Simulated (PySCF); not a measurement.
Q: Give a PBE0-D3(BJ)/def2-SVP geometry of `C[O][Ge@@H]([PH2])[N](C)C`.

A: 
```xyz
19
C3H12GeNOP angstrom
C      2.388   -0.785    0.028
O      1.827    0.092    0.960
Ge     0.310    0.963    0.574
P      0.718    2.244   -1.321
N     -1.081   -0.145    0.175
C     -1.753   -0.863    1.226
C     -1.318   -0.660   -1.148
H      3.319   -1.200    0.447
H      2.646   -0.286   -0.928
H      1.719   -1.635   -0.212
H     -0.003    1.680    1.893
H     -0.402    3.094   -1.071
H      1.635    3.088   -0.623
H     -1.562   -0.395    2.203
H     -1.432   -1.923    1.297
H     -2.849   -0.863    1.069
H     -0.788   -0.061   -1.904
H     -0.986   -1.712   -1.267
H     -2.396   -0.628   -1.399
```

Orientation and origin are arbitrary. Atoms count from 1 in this order. N5 (nitrogen bonded to 2 C and Ge) is almost planar (angles 123.0°, 120.0° and 114.6°, sum 357.6°, 0.14 Å off the plane of its three neighbours). Of the pairs four or more bonds apart, P4···H17 is among the closest relative to their van der Waals radii: 2.81 Å, 94 % of the sum of Bondi's values. P4 (three-coordinate phosphorus) is pyramidal (angles 93.8°, 92.7° and 92.3°, sum 278.8°, 0.88 Å off the plane of its three neighbours). Ge3 (germanium bonded to N, O, P and H) is distorted tetrahedral (angles from 102.4° to 118.7°).

Bonds between heavy atoms (Å): C1–O2 1.398, O2–Ge3 1.791, Ge3–P4 2.323, Ge3–N5 1.823, N5–C6 1.440, N5–C7 1.439.

Level of theory: PySCF, PBE0-D3(BJ)/def2-SVP geometry optimisation, gas phase.

Point group: C1 (no symmetry element, even within 0.4 Å). Not checked by PBE0-D3(BJ)/def2-SVP frequencies. One conformer, not necessarily the lowest (C1–O2–Ge3–P4 -60°, O2–Ge3–P4–H -161° and -67°, O2–Ge3–N5–C6 75°).

The run took 4.4 min on one thread of an Arm Neoverse V2, shared host with 96 logical CPUs at a one-minute load of 45, and the process peaked at 0.79 GiB of memory. This is the geometry optimisation.
